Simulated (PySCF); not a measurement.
Cd(H)(SH) (CdH2S), SMILES [SH][CdH]. Atoms are numbered in the order given.

```xyz
4

Cd     0.0002     0.5807     0.0000
H      0.0332     2.2431     0.0000
S     -0.0813    -1.7641     0.0000
H      1.2569    -1.8904     0.0000
```

The structure is a stationary point at PBE0-D3(BJ)/def2-TZVP. The def2 effective core potentials stand for the cores of Cd; spin–orbit coupling is left out.

The numbers are results of PySCF with PBE0-D3(BJ)/def2-TZVP, not measurements.

Frequencies are harmonic and unscaled.

Computed normal modes with their intensities:
```
mode  ν (cm⁻¹)  IR (km/mol)  Raman (Å⁴/amu)  depolarisation  moving atoms (share of kinetic energy)
----  --------  -----------  --------------  --------------  --------------------------------------
1          350         19.1            14.1            0.24                         S 74 %, Cd 22 %
2          411         69.5             8.8            0.75                                  H 97 %
3          428         52.3             5.7            0.75                                  H 96 %
4          637          5.9             1.1            0.45                                  H 94 %
5         1850        171.3           304.7            0.26                                  H 99 %
6         2705          0.8           122.0            0.27                                  H 97 %
```
